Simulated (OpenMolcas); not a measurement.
## Ar⁶⁺: from RASSCF to RASPT2

| Item | Value |
| --- | --- |
| Program | OpenMolcas 26.06 |
| Basis | ANO-RCC-VTZP [5s4p2d1f] |
| Scalar Hamiltonian | DKH2, point nucleus |
| Active space | 2 electrons in 9 orbitals (RAS2 3s 3p; RAS3 3d, at most 2 electrons) |
| State averaging | 2S+1 = 3 even, 3 roots; 2S+1 = 1 even, 7 roots; 2S+1 = 3 odd, 3 roots; 2S+1 = 1 odd, 3 roots |
| Spin-orbit coupling | RASSI with atomic mean-field integrals over the reference wave functions, term energies averaged over their components |

Methods on the same reference wave functions:
A. RASSCF
B. SS-RASPT2, IPEA 0.25 Eh, imaginary shift 0.1 Eh (closed shells correlated: 2s 2p)
C. MS-RASPT2, IPEA 0.25 Eh, imaginary shift 0.1 Eh (closed shells correlated: 2s 2p)
D. XMS-RASPT2, IPEA 0.25 Eh, imaginary shift 0.1 Eh (closed shells correlated: 2s 2p)

Energies in cm⁻¹ above 3s² ¹S₀, the measured ground level; measured values from Saloman, J. Phys. Chem. Ref. Data 39, 033101 (2010).

```csv
Level,A,B,C,D,Measured
3s² ¹S₀,0.0,0.0,0.0,0.0,0.0
3s 3p ³P°₀,111783,112670,112680,112770,113101
3s 3p ³P°₁,112541,113430,113440,113520,113906
3s 3p ³P°₂,114112,115000,115010,115090,115590
3s 3p ¹P°₁,173963,173120,173130,173170,170722
3p² ¹D₂,268306,269140,269150,269230,264749
3p² ³P₀,270258,270970,270980,271060,269836
3p² ³P₁,271109,271820,271830,271910,270777
3p² ³P₂,272865,273590,273600,273670,272562
```

Deviations, from unrounded energies. A percentage is the sum of absolute deviations over the sum of measured energies, with the sign that they share, or ± where signs differ.

| Against measurement | Levels | A | B | C | D |
| --- | --- | --- | --- | --- | --- |
| mean absolute deviation (cm-1) | 8 | 1500 | 1400 | 1400 | 1500 |
| other configurations (%) | 8 | ±0.8 | ±0.7 | ±0.7 | ±0.7 |

A, B, C, D lie about equally close to measurement. The largest miss of B in the table is 3p² ¹D₂, by +4400 cm-1. The ranking rests on the paired levels alone, and a cruder setting can come out closer through cancelling errors.

Among B to D the level of the table that moves most is 3s 3p ³P°₀, by 94 cm-1 (lowest in B, highest in D). Moves below CASPT2's spread within the term are not significant.

The mean deviations of B to D differ by less than CASPT2's widest spread within a term (16 cm-1), so their order carries little weight.

The lowest spin-free term lies below A's lowest term by 0.034 hartree in B, 0.034 hartree in C, 0.034 hartree in D.

Term energies are means over components that CASPT2 splits; among the terms shown or strongly mixed into the levels shown the widest spread is 16 cm-1 (3p² ¹D, D). Active for correlation alone: 3d; no level in the range computed is led by a configuration that fills it, so any true level of that kind is missing. Some terms mix strongly with configurations of 3d, whose occupation reaches 0.17 (3p² ¹D). Some levels mix across a computed gap that differs much from the measured one, so their mixing is not that of the real levels (holds for B; C; D). Computed and measured levels are paired by configuration, term and J; levels that our copy of the source lacks, or whose pairing is in doubt (as where it misses far off the trend of its configuration), stay unpaired and out of the deviations. Levels of configurations outside the active space are missing. The table leaves out levels that lie high or whose names do not pair safely across all columns.

° marks odd parity.
